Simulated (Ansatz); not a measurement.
Two structures of SiH2Cl4O, closed shell, reached by relaxing down either side of one saddle point (PBE0-D4/def2-TZVP). Energies are electronic, without zero-point energy. Computed with Ansatz 0.2.0 (basis: def2-TZVPP and def2-QZVPP); correlated methods freeze the cores. Extrapolation: Hartree–Fock as exp(−7.88 √X), correlation as X^−2.97. First:

```xyz
8
angstrom
Si -0.7730 -0.7486 -0.2416
O 0.5410 0.1869 -0.4687
Cl -0.2862 -2.7093 -0.3871
Cl -1.4416 -0.3178 1.6062
Cl -2.1893 -0.3370 -1.6297
H 1.2987 1.4707 0.8172
Cl 1.8444 2.3278 1.6112
H 1.0059 0.1272 -1.3074
```

Second:

```json
{"atom": "Si1", "x (Å)": "-1.0648", "y (Å)": "-0.2246", "z (Å)": "0.7787"}
{"atom": "O2", "x (Å)": "1.8995", "y (Å)": "0.2771", "z (Å)": "-0.9388"}
{"atom": "Cl3", "x (Å)": "-0.1921", "y (Å)": "-2.0183", "z (Å)": "0.4589"}
{"atom": "Cl4", "x (Å)": "-2.7998", "y (Å)": "-0.5261", "z (Å)": "1.7831"}
{"atom": "Cl5", "x (Å)": "-1.5110", "y (Å)": "0.6617", "z (Å)": "-0.9901"}
{"atom": "H6", "x (Å)": "1.7741", "y (Å)": "1.1632", "z (Å)": "-1.2863"}
{"atom": "Cl7", "x (Å)": "0.1219", "y (Å)": "0.9731", "z (Å)": "1.8851"}
{"atom": "H8", "x (Å)": "1.7721", "y (Å)": "-0.3061", "z (Å)": "-1.6906"}
```

(1) Which bonds change from the first to the second?

(2) Give the saddle point's structure and its height above each. (An estimate is asked for; the value comes from the calculation.)

No T1 diagnostic of these runs exceeds 0.010. The end structure is not quite a true minimum (one mode of 35i cm⁻¹).

Results:

(1) SiHCl₃O ([OH][Si]([Cl])([Cl])[Cl]) + HCl → SiCl₄ ([Cl][Si]([Cl])([Cl])[Cl]) + H₂O; bonds formed: Si1–Cl7, O2–H6; bonds broken: Si1–O2, H6–Cl7.

(2) Computed: 1.326 eV above the first and 1.098 eV above the second (CCSD(T) at an estimated basis limit (MP2 extrapolated from triple and quadruple zeta, plus CCSD(T) − MP2 in triple zeta)).
```xyz
8
angstrom
Si -0.5789 -0.2450 0.0890
O 1.1537 -0.1005 -0.1798
Cl -0.5991 -2.1376 -0.7974
Cl -1.1769 -0.6790 1.9680
Cl -1.8592 0.7309 -1.1414
H 1.2663 0.9483 0.1112
Cl 0.2321 2.0148 0.8930
H 1.5620 -0.5320 -0.9425
```

Hydrogen chloride, the by-product of chloride precursors, can attack films and sites by steps of this kind.

Labels in which every atom is bracketed show which atoms are joined, not bond orders.

For scale, one of the runs: CCSD(T)/def2-TZVPP, 269 basis functions, launched by `ansatz run in.yaml --threads 8 --pin off --events-out ev --progress --plain --max-ram 19148MiB`. The run took 3 min on 8 CPU threads of an Intel Xeon (shared host), with 6.2 GiB of host memory at its peak.
